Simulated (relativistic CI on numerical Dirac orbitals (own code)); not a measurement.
# Slater and spin-orbit integrals, Au XLVII

Computed by Dirac-Coulomb-Breit CI, orbitals from a KLI potential per configuration, QED by a radiative potential, unscaled Slater integrals (own radial code, finite nucleus).

Slater integrals F^k, G^k are unscaled and averaged over j, outside the closed core [Ar] 3d10; ζ comes from projecting the Hamiltonian with its Breit term on Σ l·s of the shell.

- 4s2 4p3: F^2(4p,4p) = 273190, ζ(4p) = 732460 cm⁻¹; <r>(4p) = 0.3713, <r^2>(4p) = 0.1562 (bohr units).
- 4s 4p4: F^2(4p,4p) = 273150, G^1(4s,4p) = 357440, ζ(4p) = 732060 cm⁻¹; <r>(4s) = 0.3617, <r^2>(4s) = 0.1473, <r>(4p) = 0.3713, <r^2>(4p) = 0.1563 (bohr units).
- 4s2 4p2 4d: F^2(4p,4p) = 273120, ζ(4p) = 733290, F^2(4p,4d) = 269910, G^1(4p,4d) = 331780, G^3(4p,4d) = 213510, ζ(4d) = 92299 cm⁻¹; <r>(4p) = 0.3714, <r^2>(4p) = 0.1563, <r>(4d) = 0.3681, <r^2>(4d) = 0.155 (bohr units).

Averages of the first 10 configurations, taken without configuration mixing, which lowers the lowest level and can move excited configurations by several eV; other configurations of the list can lie among them:

| Configuration | Parity | States | Average energy above the lowest level (eV) |
| --- | --- | --- | --- |
| 4s2 4p3 | odd | 20 | 139.1 |
| 4s 4p4 | even | 30 | 348.3 |
| 4s2 4p2 4d | even | 150 | 379.2 |
| 4p5 | odd | 6 | 569.7 |
| 4s 4p3 4d | odd | 400 | 583.1 |
| 4s2 4p2 4f | odd | 210 | 591.7 |
| 4s 4p3 4f | even | 560 | 795.9 |
| 4p4 4d | even | 150 | 799.1 |
| 4s 4p2 4d2 | even | 1350 | 821.4 |
| 4s2 4p 4d 4f | even | 840 | 832.7 |
